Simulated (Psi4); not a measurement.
C$_{2}$HO$_{2}$ (SMILES O=[C-]C=O), charge -1, singlet, at a GFN2-xTB geometry (a gas-phase anion, which may not be bound at this level). Base run: MP2/def2-SVP (Psi4).

Psi4 was given this input:
```
memory 2 GB

molecule mol {
-1 1
C     0.317138    0.547825   -0.195408
C    -0.035997   -0.708691    0.061981
O     0.812366    1.629497    0.083593
O    -1.139686   -1.345816    0.023272
H     0.931714   -1.304253   -0.054351
}

set {
  basis def2-svp
  reference rhf
}

energy('mp2')
print_variables()
```

Variants of this job, named by their change:

| change | ΔE vs base (kcal/mol) | MP2 correlation (Eh) | basis functions | core-seconds (rough) |
|---|---|---|---|---|
| base | 0.000 | -0.62869 | 61 | 4 |
| puream = off | -17.53 | -0.64804 | 65 | 4 |
| method = qcisd(t) | -24.07 | -0.62887 | 61 | 20 |
| method = mp4 | -26.96 | -0.62887 | 61 | 10 |
| method = cepa(1) | -13.81 | -0.62887 | 61 | 10 |
| method = dlpno-mp2 | 0.098 | -0.62854 | 61 | 5 |
| scf_type = pk; mp2_type = conv | -0.237 | -0.62887 | 61 | 4 |
| method = mp2.5 | -0.121 | -0.62869 | 61 | 4 |
| method = ccsd(t) | -23.21 | -0.62887 | 61 | 30 |
| freeze_core = on | 6.39 | -0.61851 | 61 | 3 |

A gas-phase anion may not be bound at this level; its values then depend on the basis.
